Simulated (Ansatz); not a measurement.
Geometry optimisation, Ansatz 0.2.0, RHF/def2-SVP.

The input (input.yaml):

```yaml
crystal:
  periodic: [false, false, false]
  atoms:
    - { symbol: Si, position_ang: [-1.6627, 1.8531, 0.5181] }
    - { symbol: S, position_ang: [-0.1653, 1.0829, 1.7673] }
    - { symbol: C, position_ang: [0.7506, 0.2854, 0.4156] }
    - { symbol: Si, position_ang: [0.206, -1.4316, 0.1164] }
    - { symbol: As, position_ang: [1.4157, -2.4655, -1.5428] }
    - { symbol: H, position_ang: [-2.6381, 2.7078, 1.325] }
    - { symbol: H, position_ang: [-1.0828, 2.7657, -0.5152] }
    - { symbol: H, position_ang: [-2.418, 0.8281, -0.1504] }
    - { symbol: H, position_ang: [0.7637, 0.8946, -0.4657] }
    - { symbol: H, position_ang: [1.8428, 0.1973, 0.7766] }
    - { symbol: H, position_ang: [-1.2772, -1.3844, -0.3045] }
    - { symbol: H, position_ang: [0.2376, -2.2184, 1.3775] }
    - { symbol: H, position_ang: [2.697, -1.9651, -0.8683] }
    - { symbol: H, position_ang: [1.3177, -1.1791, -2.4208] }
basis:
  gaussian: { orbitals: def2-SVP }
hamiltonian:
  xc: hf
relax:
  f_tol: 0.015
  max_steps: 40
output:
  orbitals: {}
```

Launched with:

```bash
$ ansatz run input.yaml --threads 2 --pin off --max-ram 3072MiB --backend cpu --events-out ev --progress --plain --runs-dir out
```

Problem. Where does it end, and by what steps?

Solution. The run converged. The force dipped under the threshold on the way, but the program's further checks kept it going. After 11 steps the energy has fallen by 0.480 eV; H14 moved furthest, 0.38 Å.

```
step  energy less start (eV)  largest force component (eV/Å)  accepted
   0                  0.0000                           2.922       yes
   1                 -0.3917                           0.600       yes
   2                 -0.4622                           0.263       yes
   3                 -0.4719                           0.105       yes
   4                 -0.4768                           0.135       yes
   5                 -0.4749                           0.151        no
   6                 -0.4789                           0.039       yes
   7                 -0.4795                           0.009       yes
   8                 -0.4799                           0.019       yes
   9                 -0.4799                           0.015       yes
  10                 -0.4800                           0.020       yes
  11                 -0.4801                           0.014       yes
```

```xyz
14
Properties=species:S:1:pos:R:3
Si -1.806 2.088 0.565
S -0.294 1.088 1.720
C 0.734 0.281 0.415
Si 0.227 -1.525 0.116
As 1.576 -2.616 -1.528
H -2.662 2.785 1.546
H -1.191 3.061 -0.368
H -2.613 1.135 -0.229
H 0.709 0.864 -0.507
H 1.761 0.321 0.777
H -1.176 -1.583 -0.353
H 0.358 -2.287 1.378
H 2.891 -2.139 -0.957
H 1.473 -1.504 -2.547
```

Run time: 61 s on 2 threads of Intel(R) Xeon(R) Platinum 8259CL CPU @ 2.50GHz (Skylake/Cascade Lake), on a shared host, peak memory 0.42 GiB.
